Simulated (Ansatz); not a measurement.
Molecule: CdCl$_{2}$ (charge 0, triplet). The spin state was set by rule; other spins were not relaxed. 
Structure (B3LYP-D3(BJ)/def2-TZVP (Ansatz, a first-principles code) minimum search):
```xyz
3

Cd    -0.2511    -0.7978    -0.3811
Cl     1.3083     1.2867    -0.4263
Cl    -0.5993     0.9659     1.5023
```
Charge 0, spin multiplicity 3.

Basis-set convergence of Hartree-Fock and MP2 correlation energies (hartree) with Ansatz. Correlated levels leave the core frozen unless marked. UHF or UKS for open shells. No spin-orbit coupling. The frozen core is the preceding noble-gas configuration, with the filled d and f shells of earlier blocks. In def2 rows, elements after Kr have scalar-relativistic effective core potentials.

```json
[
 {"basis": "def2-SVPD", "functions": "88", "E(HF)": "-1085.55928", "E(corr, MP2)": "-0.55453"},
 {"basis": "def2-TZVPPD", "functions": "158", "E(HF)": "(withheld)", "E(corr, MP2)": "(withheld)"}
]
```

### Question
Fill in the missing entries.

### Answer

- def2-TZVPPD, E(HF): -1085.89272
- def2-TZVPPD, E(corr, MP2): -0.79885
